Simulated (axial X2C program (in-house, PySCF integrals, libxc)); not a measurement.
## Working with the constants of RbAs

A bond curve at the PBE0 level, two-component, was computed with an in-house relativistic program for diatomic molecules (basis Rb dyall-cv3z [12s13p8d4f1g], As dyall-cv3z [9s9p6d4f1g] (cores contracted in-house)) for the state Ω = 1 (⟨Sz⟩ = 0.99, ⟨Lz⟩ = 0.01 at PBE0). Its fit gives Re = 3.2389 Å, ωe = 130.1 cm⁻¹, ωexe = 0.404 cm⁻¹ and αe = 1.624e-04 cm⁻¹; the masses are 84.9118 and 74.9216 u. Two-component means X2C with spin–orbit coupling and atomic mean-field Coulomb and Gaunt terms.

(1) Find the reduced mass, Be and the force constant.

(2) A Morse curve ties αe to the other constants (Pekeris). How well does that hold?

(3) Estimate the centrifugal constant by the Kratzer relation.

(4) The dipole moment p changes by 2.62 D/Å at Re. What harmonic infrared intensity follows?

(5) Estimate De from a Morse curve and compare with the computed well depth of 1.236 eV to Rb + As.

One determinant describes the state; a PBE0 search over occupations chose it and may have missed a lower one. De is counted from the lowest determinant-based energies of the atoms at the same level, without counterpoise correction. Density functionals use the spin component along the axis (collinear). PBE0 can misorder states that lie within some tenths of an eV, so this need not be the ground state of the molecule. The nearest other 2c determinant of the search, Ω = 2, lies 0.42 eV up at the distance of the search. With several unpaired electrons one determinant need not be a pure state. Open-shell Ω = 0 determinants with evenly filled partner blocks cannot be reached by this program, so the Ω shown need not be the lowest component. This is the Ω = 1 component of a π² triplet; the 0⁺ component is not one determinant and can lie lowest.

Answers

(1) From the PBE0 values: μ = 39.8022 u. Be = 16.8576/(μ Re²) = 0.04037 cm⁻¹. k = 5.8918×10⁻⁷ μ ωe² = 0.397 mdyn/Å.

(2) αe(Morse) = 6Be²/ωe × (√(ωexe/Be) − 1) = 1.626e-04 cm⁻¹; the PBE0 curve gives 1.624e-04 cm⁻¹, a ratio of 1.00.

(3) D = 4Be³/ωe² = 1.56e-08 cm⁻¹.

(4) I = 42.256 × (dp/dR)²/μ = 7.3 km/mol.

(5) De(Morse) = ωe²/(4ωexe) = 1.299 eV against 1.236 eV computed, a ratio of 1.05. For De the Morse form works well here.
